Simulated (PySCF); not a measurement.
All values below come from PBE-D3(BJ)/def2-TZVP // B3LYP-D3(BJ)/def2-TZVP (PySCF). All species are isolated molecules in the gas phase. 

Reference species (SMILES): `[AlH3]` (neutral, multiplicity 1).

```
Quantity          Value
-------------  --------
HOMO           -7.30 eV
dipole moment    0.00 D
HOMO–LUMO gap   4.78 eV
```

Changed species: `[AlH]([I])[I]` (2 of 3 H replaced by I; the reference has 0 of 3 H replaced by I).

Q: What does the change do to the HOMO, dipole moment and HOMO–LUMO gap?

A: the HOMO rises by 0.62 eV, to -6.68 eV; the dipole moment goes up by 0.48 D, to 0.48 D; the HOMO–LUMO gap decreases by 0.74 eV, to 4.04 eV.
